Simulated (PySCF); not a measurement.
Relaxation of doublet CuF₃⁻

Level of theory: UPBE0/[Cu def2-SVPD, F def2-SVPD], no relativity, density fitting, PySCF. A (50,194) grid was used.

A hand-made T-shaped start, of C2v symmetry, held to at least that symmetry:

```xyz
4
charge -1 multiplicity 2, angstrom
Cu    0.0000    0.0000   -0.2983
F     0.0000    0.0000    1.4617
F     1.7589    0.0000   -0.2369
F    -1.7589    0.0000   -0.2369
```

Optimiser trace:
```json
{"step": "0", "E − E(last) (kJ/mol)": "86.87", "largest gradient (Eh/bohr)": "0.04216"}
{"step": "1", "E − E(last) (kJ/mol)": "34.94", "largest gradient (Eh/bohr)": "0.01972"}
{"step": "2", "E − E(last) (kJ/mol)": "12.40", "largest gradient (Eh/bohr)": "0.01399"}
{"step": "3", "E − E(last) (kJ/mol)": "4.53", "largest gradient (Eh/bohr)": "0.01159"}
{"step": "4", "E − E(last) (kJ/mol)": "1.58", "largest gradient (Eh/bohr)": "0.00692"}
{"step": "5", "E − E(last) (kJ/mol)": "0.10", "largest gradient (Eh/bohr)": "0.00165"}
{"step": "6", "E − E(last) (kJ/mol)": "0.00", "largest gradient (Eh/bohr)": "0.00041"}
{"step": "7", "E − E(last) (kJ/mol)": "0.00", "largest gradient (Eh/bohr)": "0.00001"}
```

It ends at C2v with Cu–F 1.829 Å (×3); F–Cu–F 110.5° (×2), F–Cu–F 138.9° (after a last refinement on a finer grid). A frequency run shows a minimum.

With open d or f shells other occupations or spin states may lie lower.

The relaxation took of the order of 2.8 core-minutes on a shared host.
